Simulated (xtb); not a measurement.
Input file for xtb: GFN2-xTB on CH6FN (a complex), monomers drawn apart or pushed together.

```
$ xtb mol.xyz --gfn 2 --sp --chrg 0 --uhf 0
9

N      0.00140146    -0.17523242     0.29841784
H      0.23762390    -0.88215015    -0.38847313
H     -0.14930473     0.69280266    -0.20278622
H      0.81220576    -0.04631168     0.89496808
C      0.22924246    -0.55935229     3.96824435
F      1.46378251    -0.18573129     3.42548491
H     -0.07267118     0.20244623     4.68752755
H     -0.48979557    -0.63247193     3.15342736
H      0.35184798    -1.52139700     4.46657760
```

It printed:

```
[...]
           -------------------------------------------------
          |                Calculation Setup                |
           -------------------------------------------------



molecular fragmentation (1/2 indicates fragments):
111122222
# atoms in fragment 1/2:     4     5
 fragment masses (1/2) :       17.03       34.03
CMA distance (Bohr)    :   6.653
constraining FC (au)   :  0.0500

           -------------------------------------------------
          |                 G F N 2 - x T B                 |
           -------------------------------------------------

        Reference                      10.1021/acs.jctc.8b01176
      * Hamiltonian:
        H0-scaling (s, p, d)           1.850000    2.230000    2.230000
        zeta-weighting                 0.500000
      * Dispersion:
        s8                             2.700000
        a1                             0.520000
        a2                             5.000000
        s9                             5.000000
      * Repulsion:
        kExp                           1.500000    1.000000
        rExp                           1.000000
      * Coulomb:
        alpha                          2.000000
        third order                    shell-resolved
        anisotropic                    true
        a3                             3.000000
        a5                             4.000000
        cn-shift                       1.200000
        cn-exp                         4.000000
        max-rad                        5.000000


          ...................................................
          :                      SETUP                      :
          :.................................................:
          :  # basis functions                  18          :
          :  # atomic orbitals                  18          :
          :  # shells                           12          :
          :  # electrons                        22          :
          :  max. iterations                   250          :
          :  Hamiltonian                  GFN2-xTB          :
          :  restarted?                      false          :
          :  GBSA solvation                  false          :
          :  PC potential                    false          :
          :  electronic temp.          300.0000000     K    :
          :  accuracy                    1.0000000          :
          :  -> integral cutoff          0.2500000E+02      :
          :  -> integral neglect         0.1000000E-07      :
          :  -> SCF convergence          0.1000000E-05 Eh   :
          :  -> wf. convergence          0.1000000E-03 e    :
          :  Broyden damping             0.4000000          :
          :  net charge                          0          :
          :  unpaired electrons                  0          :
          ...................................................

 iter      E             dE          RMSdq      gap      omega  full diag
   1    -12.9025658 -0.129026E+02  0.424E+00   10.93       0.0  T
   2    -12.9343068 -0.317410E-01  0.197E+00   10.97       1.0  T
   3    -12.9349969 -0.690084E-03  0.854E-01   11.15       1.0  T
   4    -12.9350778 -0.808622E-04  0.116E-01   11.02       1.0  T
   5    -12.9350876 -0.985037E-05  0.462E-02   10.99       1.0  T
   6    -12.9350879 -0.308469E-06  0.681E-03   10.98       4.9  T
   7    -12.9350880 -0.468364E-07  0.184E-03   10.98      18.1  T
   8    -12.9350880 -0.506699E-08  0.393E-04   10.98      84.9  T
   9    -12.9350880 -0.106310E-09  0.878E-05   10.98     379.7  T

   *** convergence criteria satisfied after 9 iterations ***

         #    Occupation            Energy/Eh            Energy/eV
      -------------------------------------------------------------
         1        2.0000           -0.7992029             -21.7474
       ...           ...                  ...                  ...
         5        2.0000           -0.5334304             -14.5154
         6        2.0000           -0.5325749             -14.4921
         7        2.0000           -0.4970693             -13.5259
         8        2.0000           -0.4947044             -13.4616
         9        2.0000           -0.4551427             -12.3851
        10        2.0000           -0.4542278             -12.3602
        11        2.0000           -0.3839474             -10.4477 (HOMO)
        12                          0.0196093               0.5336 (LUMO)
        13                          0.0662135               1.8018
        14                          0.1295283               3.5246
        15                          0.1928796               5.2485
        16                          0.2011600               5.4738
       ...                                ...                  ...
        18                          0.2234224               6.0796
      -------------------------------------------------------------
                  HL-Gap            0.4035567 Eh           10.9813 eV
             Fermi-level           -0.1821691 Eh           -4.9571 eV

 SCC (total)                   0 d,  0 h,  0 min,  0.005 sec
 SCC setup                      ...        0 min,  0.000 sec (  5.205%)
 Dispersion                     ...        0 min,  0.000 sec (  1.659%)
 classical contributions        ...        0 min,  0.000 sec (  0.686%)
 integral evaluation            ...        0 min,  0.000 sec (  9.163%)
 iterations                     ...        0 min,  0.003 sec ( 58.719%)
 molecular gradient             ...        0 min,  0.001 sec ( 21.440%)
 printout                       ...        0 min,  0.000 sec (  2.646%)

         :::::::::::::::::::::::::::::::::::::::::::::::::::::
         ::                     SUMMARY                     ::
         :::::::::::::::::::::::::::::::::::::::::::::::::::::
         :: total energy             -12.822506491504 Eh    ::
         :: gradient norm              0.024429453920 Eh/a0 ::
         :: HOMO-LUMO gap             10.981336051856 eV    ::
         ::.................................................::
         :: SCC energy               -12.935087019929 Eh    ::
         :: -> isotropic ES            0.029274699039 Eh    ::
         :: -> anisotropic ES          0.000043963439 Eh    ::
         :: -> anisotropic XC          0.002921737820 Eh    ::
         :: -> dispersion             -0.001937548522 Eh    ::
         :: repulsion energy           0.112580528425 Eh    ::
         :: add. restraining           0.000000000000 Eh    ::
         :: total charge              -0.000000000000 e     ::
         :::::::::::::::::::::::::::::::::::::::::::::::::::::

           -------------------------------------------------
          |                Property Printout                |
           -------------------------------------------------

    * Orbital Energies and Occupations

         #    Occupation            Energy/Eh            Energy/eV
      -------------------------------------------------------------
         1        2.0000           -0.7992029             -21.7474
         2        2.0000           -0.6154536             -16.7473
         3        2.0000           -0.5898996             -16.0520
         4        2.0000           -0.5354932             -14.5715
         5        2.0000           -0.5334304             -14.5154
         6        2.0000           -0.5325749             -14.4921
         7        2.0000           -0.4970693             -13.5259
         8        2.0000           -0.4947044             -13.4616
         9        2.0000           -0.4551427             -12.3851
        10        2.0000           -0.4542278             -12.3602
        11        2.0000           -0.3839474             -10.4477 (HOMO)
Note: The following floating-point exceptions are signalling: IEEE_UNDERFLOW_FLAG IEEE_DENORMAL
normal termination of xtb
        12                          0.0196093               0.5336 (LUMO)
        13                          0.0662135               1.8018
        14                          0.1295283               3.5246
        15                          0.1928796               5.2485
        16                          0.2011600               5.4738
        17                          0.2155203               5.8646
        18                          0.2234224               6.0796
      -------------------------------------------------------------
                  HL-Gap            0.4035567 Eh           10.9813 eV
             Fermi-level           -0.1821691 Eh           -4.9571 eV

     #   Z          covCN         q      C6AA      α(0)
     1   7 N        2.580    -0.435    31.372     8.318
     2   1 H        0.860     0.140     1.469     1.899
     3   1 H        0.860     0.140     1.469     1.899
     4   1 H        0.860     0.154     1.373     1.836
     5   6 C        3.555     0.053    20.601     6.627
     6   9 F        0.782    -0.261    11.890     4.073
     7   1 H        0.924     0.064     2.151     2.293
     8   1 H        0.925     0.081     1.974     2.197
     9   1 H        0.924     0.064     2.151     2.293

 Mol. C6AA /au·bohr⁶  :        458.572450
 Mol. C8AA /au·bohr⁸  :       8490.853041
 Mol. α(0) /au        :         31.435772


Wiberg/Mayer (AO) data.
largest (>0.10) Wiberg bond orders for each atom

 ---------------------------------------------------------------------------
     #   Z sym  total        # sym  WBO       # sym  WBO       # sym  WBO
 ---------------------------------------------------------------------------
     1   7 N    2.935 --     2 H    0.979     3 H    0.979     4 H    0.974
     2   1 H    0.980 --     1 N    0.979
     3   1 H    0.980 --     1 N    0.979
     4   1 H    0.976 --     1 N    0.974
     5   6 C    3.888 --     7 H    0.983     9 H    0.983     8 H    0.980
                             6 F    0.942
     6   9 F    0.983 --     5 C    0.942
     7   1 H    0.996 --     5 C    0.983
     8   1 H    0.994 --     5 C    0.980
     9   1 H    0.996 --     5 C    0.983
 ---------------------------------------------------------------------------

Topologies differ in total number of bonds
Writing topology from bond orders to xtbtopo.mol

molecular dipole:
                 x           y           z       tot (Debye)
 q only:       -0.482      -0.140       0.151
   full:       -0.272      -0.070      -0.011       0.714
molecular quadrupole (traceless):
                xx          xy          yy          xz          yz          zz
 q only:       -4.558       0.024      -0.426      -6.456      -2.365       4.984
  q+dip:       -6.404      -0.754       0.178      -6.227      -2.297       6.225
   full:       -6.095      -0.608       0.042      -6.422      -2.347       6.053


           -------------------------------------------------
          | TOTAL ENERGY              -12.822506491504 Eh   |
          | GRADIENT NORM               0.024429453920 Eh/α |
          | HOMO-LUMO GAP              10.981336051856 eV   |
           -------------------------------------------------

------------------------------------------------------------------------
------------------------------------------------------------------------
 total:
 SCF:
```

The run finished.

Cost: very roughly 0.07 core-seconds.
